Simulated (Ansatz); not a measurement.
`[SH+]1[InH2-][SH+][InH2-]1`. Charge 0, multiplicity 1. Correlated methods include outer-core shells of In, which these sets cover unevenly. In: def2 effective core potential.

```xyz
10

S     0.7823    0.0976   -1.6975
In    0.7899   -1.6249    0.2518
S    -0.6043   -0.0391    1.7709
In   -0.2276    1.8098   -0.0197
H    -0.4025   -0.2926   -2.1951
H     2.3731   -1.5496    0.8878
H    -0.2573   -2.8933   -0.2170
H    -1.7951   -0.4301    1.2883
H    -1.7737    2.2253   -0.6216
H     1.1151    2.6968    0.5522
```

Problem. Give the diagnostics of a CCSD(T)/def2-TZVPP run (frozen core, Ansatz 0.2.0). (Estimate.)

Solution. Ansatz gave: T1 = 0.0140, largest single amplitude 0.033, largest double 0.027, (T) share of the correlation energy 3.6 %, 9 CCSD cycles. The RHF solution is stable towards an unrestricted one. T1 lies under the customary mark of 0.02 for closed shells.
